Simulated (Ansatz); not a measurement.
Zn₆Te₆H₂₂. Total charge 0; singlet. Geometry PBE-D4/def2-SVP, loosely relaxed.

Cartesian coordinates in Å:
```
Zn 0.4400 2.6288 3.3699
Zn -1.9869 1.5062 -2.3819
Zn 3.9286 -1.5855 0.8806
Zn -0.1426 -0.5654 -3.1478
Zn -0.5095 -1.0152 0.9513
Zn -2.9532 -0.8824 -1.3303
Te 2.6162 0.5449 2.6623
Te 0.2402 0.8471 -0.8887
Te -1.5968 0.3436 2.9138
Te -4.0308 1.3427 -0.0633
Te 1.2363 -2.9250 1.0782
Te -0.6007 -3.2019 -2.5951
H -0.0606 2.7439 1.8787
H 0.7952 2.8829 4.8623
H -2.3298 2.8521 -3.0672
H -1.3679 4.4338 -0.4606
H 3.1979 -1.0619 -0.4173
H 4.9633 -2.1852 1.8765
H 0.1307 -0.0555 -4.6003
H 2.6128 -1.1283 -3.3791
H -1.7006 -1.2918 -0.2419
H -2.1127 -0.1859 -2.7328
H -4.0522 -1.9332 -1.7073
H 3.8798 1.6228 2.9799
H 2.8401 -0.1473 4.1771
H 1.6425 1.7573 -1.0857
H -1.0489 4.1979 0.2013
H -2.3135 -1.0371 3.5833
H -2.8860 2.5859 -0.1617
H -3.0440 0.7492 1.4672
H 2.8097 -1.1704 -2.6317
H 0.3848 -3.7449 2.2928
H 0.8745 -3.6465 -3.2833
H 0.1441 -3.2756 -0.9993
```

In the def2 sets Te takes a core potential, while STO-3G treats all electrons; there is no spin–orbit coupling. Single mean-field runs in def2-SVP, def2-TZVP are fitted with def2-universal-jkfit. The geometry of the charge 0 singlet is only loosely relaxed. In the singlet geometry the species has come apart into loosely held pieces. In the singlet, H16 and H27 lie 0.77 Å apart, H20 and H31 lie 0.77 Å apart (atoms count from 1), so H2 has formed as a molecule.

Q: Estimate the orbital energies around the gap (eV) in Ansatz with HF/STO-3G, PBE-D4/def2-SVP, r2SCAN-D4/def2-TZVP, B97M-V/def2-TZVP, BHLYP-D4/def2-TZVP.

A: 
```tsv
orbital	HF/STO-3G	PBE-D4/def2-SVP	r2SCAN-D4/def2-TZVP	B97M-V/def2-TZVP	BHLYP-D4/def2-TZVP
HOMO−13	-9.35	-7.80	-8.23	-8.25	-10.20
HOMO−12	-9.11	-7.34	-7.80	-7.82	-9.79
HOMO−11	-8.71	-6.97	-7.42	-7.49	-9.33
HOMO−10	-8.57	-6.86	-7.27	-7.31	-9.09
HOMO−9	-8.26	-6.80	-7.22	-7.24	-8.97
HOMO−8	-7.67	-6.58	-7.02	-7.09	-8.86
HOMO−7	-7.07	-6.53	-6.97	-7.01	-8.72
HOMO−6	-6.42	-6.46	-6.86	-6.89	-8.66
HOMO−5	-3.94	-6.34	-6.79	-6.86	-8.48
HOMO−4	-2.71	-6.24	-6.70	-6.74	-8.40
HOMO−3	-2.13	-6.04	-6.49	-6.54	-8.17
HOMO−2	-1.45	-5.89	-6.27	-6.31	-7.86
HOMO−1	-1.04	-5.80	-6.12	-6.09	-7.51
HOMO	-0.42	-5.65	-5.97	-5.93	-7.31
LUMO	4.44	-2.43	-2.43	-2.52	-1.02
LUMO+1	5.30	-2.32	-2.35	-2.41	-0.93
LUMO+2	5.56	-2.09	-2.18	-2.26	-0.75
LUMO+3	5.95	-1.98	-2.00	-2.06	-0.52
LUMO+4	6.35	-1.85	-1.93	-1.94	-0.46
LUMO+5	6.77	-1.58	-1.62	-1.69	-0.20
```
